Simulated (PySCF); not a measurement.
# What a mistake does to a calculation on CH4OSi2

Calculated results; nothing here was measured. They come from PySCF 2.14.0, an open-source quantum chemistry program, on an isolated molecule that a program drew, which may never have been made. The molecule is CH4OSi2 (charge 0, singlet), drawn as the SMILES string `C=[SiH][Si]O`.

Each row is a Hartree-Fock (HF) and frozen-core CCSD(T) single point in the cc-pV(D+d)Z basis, meant for a local HF minimum. Run 1 is clean. Each other run has one planted mistake out of seven kinds, and not every kind appears here: one electron removed, one electron added, multiplicity raised by two, geometry at a saddle point, minimal basis STO-3G, one bond length entered in bohr, all coordinates scaled. The reference is restricted for singlets and unrestricted otherwise, and also for a bond in bohr. Adding or removing an electron swaps singlet and doublet. Electrons count all cores. HOMO and LUMO are orbital energies over both spins, the gradient is its largest component, and the lowest frequency (negative if imaginary) is given only where the gradient is small. Bond lengths are over the 7 bonds as drawn. T1 is the CCSD diagnostic: over 0.02 (restricted) or 0.045 (unrestricted) a single reference is doubtful.

Geometry of the clean run:
```xyz
8
CH4OSi2, angstrom
C    -0.8220   -1.3628    1.3421
Si    0.4147   -0.2861    0.8566
Si    2.5727   -1.2379    0.3027
O     3.4461    0.1050   -0.1004
H    -1.8277   -1.0597    1.6148
H    -0.6414   -2.4320    1.3981
H     0.0948    1.1651    0.8031
H     3.1010    0.9859   -0.0872
```

| run | electrons | basis functions | <S^2> | HOMO (eV) | LUMO (eV) | gradient (hartree/bohr) | lowest frequency (cm^-1) | mean bond (Å) | longest bond (Å) | T1 | HF (hartree) | CCSD(T) (hartree) | mistake |
|---|---|---|---|---|---|---|---|---|---|---|---|---|---|
| 1 | 46 | 94 | 0.000 | -8.42 | 0.49 | 3.8e-05 | 68 | 1.4841 | 2.423 | 0.0177 | -692.87413 | -693.44247 | no fault |
| 2 | 47 | 94 | 0.945 | -0.93 | 7.16 | 4.5e-02 | - | 1.4841 | 2.423 | 0.0325 | -692.88459 | -693.45167 | one electron added |
| 3 | 45 | 94 | 1.396 | -13.58 | -6.19 | 5.5e-02 | - | 1.4841 | 2.423 | 0.0560 | -692.61271 | -693.14071 | ? |
| 4 | 46 | 94 | 0.000 | -8.04 | 0.26 | 5.0e-02 | - | 1.5687 | 2.561 | 0.0198 | -692.85096 | -693.43253 | ? |

**Which mistake was planted in run 3, and what did it cost?**

It counts 45 electrons, one fewer than the clean run, at the same geometry and basis. So the mistake is: one electron removed. Subtracting run 1 and multiplying by 627.51 kcal/mol a hartree, the energy moved by 164.0 kcal/mol in HF and 189.4 kcal/mol in CCSD(T).

**Which mistake was planted in run 4, and what did it cost?**

The mean and the longest bond both change by the same factor, 1.057, and the gradient is no longer small. So the mistake is: all coordinates scaled. Subtracting run 1 and multiplying by 627.51 kcal/mol a hartree, the energy moved by 14.5 kcal/mol in HF and 6.2 kcal/mol in CCSD(T).

Cautions from the logs. Run 3: T1 is over the limit, so its CCSD(T) energy is less reliable.
